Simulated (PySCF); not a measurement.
# Trend along group 15: MSi cations

CCSD(T) with double-zeta basis sets in PySCF, for the lowest determinant that a PBE0 search found; no spin–orbit coupling. De refers to high-spin ground-configuration atoms (the charge goes to the atom of lower measured ionisation energy or higher electron affinity, which is not always the lowest computed limit).

| M | basis | reference, frozen orbitals | charged atom | state (unpaired electrons) | Re (Å) | ωe (cm⁻¹) | De (eV) |
| --- | --- | --- | --- | --- | --- | --- | --- |
| N | def2-SVP | UHF, 6 | Si+ | triplet (π ↑↑) | 1.806 | 763 | 1.90 |
| P | x2c-SVPall | UHF, 10 | Si+ | triplet (π ↑↑) | 2.240 | 492 | 2.30 |
| As | cc-pV(D+d)Z/cc-pVDZ-PP | UHF, 9 | Si+ | triplet (π ↑↑) | 2.352 | 388 | 2.31 |
| Sb | def2-SVP | UHF, 9 | Si+ | triplet (π ↑↑) | 2.561 | 336 | 2.26 |
| Bi | def2-SVP | UHF, 9 | Bi+ | triplet (π ↑↑) | 2.647 | 305 | n/a |

The shortest bond is that of SiN⁺ (1.806 Å), the longest that of SiBi⁺ (2.647 Å).

The rows differ in basis set, which adds steps of its own.

Down a group the atoms grow and get heavier, so bonds lengthen and wavenumbers fall; this series shows no clear exception.

Correlated steps freeze the inner cores (6 to 10 orbitals); shallow outer-core shells are correlated. Correlated levels converge slowly with the basis: in double zeta they bind strong bonds too weakly, by up to about 1 eV, and carry superposition errors of some tenths. These are scalar-relativistic numbers at best; spin–orbit coupling would shift them, the dissociation energy most. For an ion De counts to the pair picked by the measured ionisation energies or electron affinities, which need not be the lowest pair at this level. States were picked by a PBE0 search and need not be the measured ground states.
